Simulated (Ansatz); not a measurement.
`C[NH][Al]([F])[F]` + H₂Se → `[F][Al]([F])[SeH]` + CH₃NH₂ at 600 K and 1 bar (ligand exchange at the Al–N bond).

Program: Ansatz. Geometries: PBE0-D4/def2-TZVP. ΔE: electronic, gas phase. CBS: MP2 limit from def2 TZ/QZ plus the TZ coupled-cluster correction, frozen cores. This one scheme is used for every species. For Se outer-core shells are correlated without core-valence functions, which leaves a few kJ/mol of doubt a bond. Scalar relativity is left out up to krypton. Each species was taken in one conformer, which may not be the lowest.

```tsv
species	CCSD(T)/CBS energy (Eh)	H − E (kJ/mol)	S (J/(mol·K))
`C[NH][Al]([F])[F]`	-536.95512	213.0	420.7
H₂Se	-2401.89790	57.0	244.8
`[F][Al]([F])[SeH]`	-2843.11067	79.5	389.3
CH₃NH₂	-95.75281	199.3	283.8
```

H − E and S are ideal-gas, rigid-rotor, harmonic terms from PBE0-D4/def2-TZVP, for one conformer and one mirror image of each species. 1 Eh = 2625.50 kJ/mol, R = 8.31446 J/(mol·K).

Task: By hand: ΔE, ΔH, ΔS and ΔG.

Result: ΔE = (-2843.11067) + (-95.75281) − (-536.95512) − (-2401.89790) = -0.01046 Eh = -27.5 kJ/mol. Δ(H − E) = 79.5 + 199.3 − 213.0 − 57.0 = 8.8, so ΔH = -18.7 kJ/mol. ΔS = 389.3 + 283.8 − 420.7 − 244.8 = 7.6 J/(mol·K). ΔG = -18.7 − 600 × (7.6)/1000 = -23.3 kJ/mol.

Task: By hand: the equilibrium constant, and the temperature at which ΔG would vanish if ΔH and ΔS stayed fixed.

Result: log₁₀ K = −ΔG/(RT ln 10) = 2.0. ΔH and −TΔS have one sign here, so there is no such temperature.

The number of gas molecules stays the same, so ΔS is small and ΔH decides. A doubt of 5 kJ/mol in ΔE shifts log₁₀ K by 0.4 here. Other conformers and mirror images would add mixing entropy, several J/(mol·K) or more a flexible species. These are equilibria of isolated gas molecules and say nothing of rates. Largest T1 diagnostic: 0.012 (customary marks: 0.02 for closed shells, 0.045 for open ones).

ΔS is within the doubt of such terms, so its sign, and with it that verdict, could turn.
